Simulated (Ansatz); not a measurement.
Geometry optimisation, UKS PBE-D4/def2-SVP (Ansatz).

Input file:

```yaml
crystal:
  periodic: [false, false, false]
  atoms:
    - { symbol: B, position_ang: [-0.97975, -0.460705, 0.133966] }
    - { symbol: O, position_ang: [1.352065, 1.029895, -0.239059] }
    - { symbol: Cl, position_ang: [-0.525407, -1.895098, -0.768633] }
    - { symbol: Cl, position_ang: [-2.250651, 0.598323, -0.427808] }
    - { symbol: H, position_ang: [1.037805, 0.751315, 0.641185] }
    - { symbol: H, position_ang: [-0.496444, -0.27433, 1.191719] }
    - { symbol: H, position_ang: [1.862382, 0.2505, -0.531269] }
magnetization:
  spin_polarized: true
basis:
  gaussian: { orbitals: def2-SVP }
hamiltonian:
  xc: pbe
  dispersion: d4
relax:
  f_tol: 0.03
  max_steps: 50
output:
  orbitals: {}
```

Command:

```bash
$ ansatz run input.yaml --threads 2 --pin off --max-ram 3072MiB --backend cpu --events-out ev --progress --plain --runs-dir out
```

Q: Where does it end, and by what steps?

A: The run converged. After 13 steps the energy has fallen by 0.448 eV; H7 moved furthest, 0.67 Å. Joined: B1–O2 (2.79 → 1.70 Å).

```json
{"step": "0", "energy less start (eV)": "0.0000", "largest force component (eV/Å)": "0.798", "accepted": "yes"}
{"step": "1", "energy less start (eV)": "0.0221", "largest force component (eV/Å)": "2.501", "accepted": "no"}
{"step": "2", "energy less start (eV)": "-0.0382", "largest force component (eV/Å)": "0.579", "accepted": "yes"}
{"step": "3", "energy less start (eV)": "-0.0631", "largest force component (eV/Å)": "0.960", "accepted": "yes"}
{"step": "4", "energy less start (eV)": "-0.1094", "largest force component (eV/Å)": "1.290", "accepted": "yes"}
{"step": "5", "energy less start (eV)": "-0.2161", "largest force component (eV/Å)": "1.821", "accepted": "yes"}
{"step": "6", "energy less start (eV)": "-0.3271", "largest force component (eV/Å)": "2.067", "accepted": "yes"}
{"step": "7", "energy less start (eV)": "-0.4227", "largest force component (eV/Å)": "0.344", "accepted": "yes"}
{"step": "8", "energy less start (eV)": "-0.4354", "largest force component (eV/Å)": "0.243", "accepted": "yes"}
{"step": "9", "energy less start (eV)": "-0.4357", "largest force component (eV/Å)": "0.363", "accepted": "yes"}
{"step": "10", "energy less start (eV)": "-0.4425", "largest force component (eV/Å)": "0.094", "accepted": "yes"}
{"step": "11", "energy less start (eV)": "-0.4443", "largest force component (eV/Å)": "0.186", "accepted": "yes"}
{"step": "12", "energy less start (eV)": "-0.4221", "largest force component (eV/Å)": "0.412", "accepted": "no"}
{"step": "13", "energy less start (eV)": "-0.4477", "largest force component (eV/Å)": "0.020", "accepted": "yes"}
```

```xyz
7
Properties=species:S:1:pos:R:3
B -0.608 -0.213 0.155
O 0.773 0.736 -0.116
Cl -0.117 -1.764 -0.724
Cl -1.971 0.696 -0.597
H 1.313 0.682 0.700
H -0.638 -0.319 1.367
H 1.247 0.182 -0.785
```

The run took 34 s on 2 threads of Intel(R) Xeon(R) Platinum 8259CL CPU @ 2.50GHz (Skylake/Cascade Lake), with other jobs on the host, peak memory 0.19 GiB.
